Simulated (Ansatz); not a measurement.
`[OH][Sn]([OH])([F])[F]` + SiH₄ → `[OH][Sn]([F])([F])[SiH3]` + H₂O at 700 K and 1 bar (formal exchange of groups at the Sn–O bond).

Program: Ansatz. Geometries: PBE0-D4/def2-TZVP. ΔE: electronic, gas phase. CCSD(T)/CBS adds triple-zeta CCSD(T) − MP2 to the extrapolated MP2 energy (def2 sets, frozen cores). This one scheme is used for every species. def2 core potentials past Kr. For Sn outer-core shells are correlated without core-valence functions, which leaves a few kJ/mol of doubt a bond. One conformer a species, not always the lowest.

```tsv
species	CCSD(T)/CBS energy (Eh)	H − E (kJ/mol)	S (J/(mol·K))
`[OH][Sn]([OH])([F])[F]`	-565.27042	152.3	466.6
SiH₄	-291.46306	115.5	252.9
`[OH][Sn]([F])([F])[SiH3]`	-780.36593	196.9	532.4
H₂O	-76.37941	80.5	218.4
```

H − E and S are ideal-gas, rigid-rotor, harmonic terms from PBE0-D4/def2-TZVP, for one conformer and one mirror image of each species. 1 Eh = 2625.50 kJ/mol, R = 8.31446 J/(mol·K).

Q: By hand: ΔE, ΔH, ΔS and ΔG.

A: ΔE = (-780.36593) + (-76.37941) − (-565.27042) − (-291.46306) = -0.01186 Eh = -31.1 kJ/mol. Δ(H − E) = 196.9 + 80.5 − 152.3 − 115.5 = 9.6, so ΔH = -21.5 kJ/mol. ΔS = 532.4 + 218.4 − 466.6 − 252.9 = 31.3 J/(mol·K). ΔG = -21.5 − 700 × (31.3)/1000 = -43.4 kJ/mol.

Q: By hand: the equilibrium constant, and the temperature at which ΔG would vanish if ΔH and ΔS stayed fixed.

A: log₁₀ K = −ΔG/(RT ln 10) = 3.2. ΔH and −TΔS have one sign here, so there is no such temperature.

TΔS isn't small against ΔH here. A doubt of 5 kJ/mol in ΔE shifts log₁₀ K by 0.4 here. Other conformers and mirror images would add mixing entropy, several J/(mol·K) or more a flexible species. Modes under 60 cm⁻¹, often nearly free rotors, make the harmonic entropy too high. These are equilibria of isolated gas molecules and say nothing of rates. Largest T1 diagnostic: 0.015 (customary marks: 0.02 for closed shells, 0.045 for open ones).
